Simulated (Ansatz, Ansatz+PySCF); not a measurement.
```csv
atom,x (Å),y (Å),z (Å)
C,0.0000,0.0000,0.0000
C,0.0000,0.0000,1.1200
```

Basis set: STO-3G (spherical functions). Left uncorrelated: 2 orbitals. Charge 0, multiplicity 1.

Computed with Ansatz (development build ahead of 0.2.0); the reference of a correlated method needn't be the lowest determinant of its kind. Restricted open shells among the atoms or ions are ROHF, correlated in semicanonical orbitals with singles.

The atomization energy at this shape (free ground-state atoms in the same class of orbitals less the molecule, no zero-point energy) of singlet C2:

```tsv
method	atomization energy
UHF-CCSD(T)	124.58 kcal/mol
UHF-CCSD	123.79 kcal/mol
```

Task: What does full CI (lowest root of this spin) give?

Result: 131.48 kcal/mol. Caution: the shape is not the minimum. Caution for UHF-CCSD(T): another reference gives a lower total. Caution for UHF-CCSD(T), UHF-CCSD: large amplitudes, a single reference is doubtful; the determinant may break the point group; the program doubts this total; the reference determinant was not shown to be the lowest; the unrestricted determinant is a mixture of spin states.

This basis has no polarisation functions and is too small for such energies, which can lie far from measured ones in either direction.
